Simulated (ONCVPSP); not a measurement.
Building the ONCV potential for rubidium (PBE, scalar-relativistic).

```
Element                 : Rb (Z = 37)
Generator               : ONCVPSP 4.0.1
Type                    : optimised norm-conserving Vanderbilt (ONCV)
Functional              : PBE
Relativity              : scalar-relativistic
Frozen core             : [Ar] 3d10
Valence charge          : 9
Reference configuration : 4s2 4p6 5s0.75 (charge +0.25)
Partial waves           : 4s+5s: rc 2.65 bohr, ncon 4, nbas 9, qcut 4.3 1/bohr, 2 projectors; 4p: rc 2.30 bohr, ncon 3, nbas 6, qcut 5.6 1/bohr, 1 projector; d scattering state at 0.18 Ha: rc 2.65 bohr, ncon 4, nbas 8, qcut 3.8 1/bohr, 2 projectors, debl 1.6 Ha
Local potential         : polynomial inside 1.55 bohr (lpopt 5, dvloc0 0 Ha)
Core correction         : Teter function, fcfact 4.25, rcfact 1.05
```

Poles of the logarithmic derivatives, all-electron (AE) and pseudo (PS). s: poles at -1.1, 2.1 (AE) and -1.1, 1.9, 3.4 (PS) Ha. p: poles at -0.2, 4.1 (AE) and -0.2, 3.1 (PS) Ha. d: poles at 0.7, 3.7 (AE) and 0.7, 3.8 (PS) Ha. Test radii: s 2.70, p 2.34, d 2.70 bohr.

- Cutoffs needed: 6.6 Ha and 8.1 Ha (the cutoffs (Ha) at which the residual kinetic energy of the hardest occupied pseudo-wave falls to 1 and 0.1 mHa per electron)
- Ghost test: no bound ghost flagged; no localised positive-energy state flagged
- Largest excitation error: -1.0 meV (all-electron minus pseudo) for 4s2 4p6 4d0.5 5s0.5, out of 4 test configurations
- rms error of d²Exc/dni dnj: 3.52 mHa without and 0.75 mHa with the model core
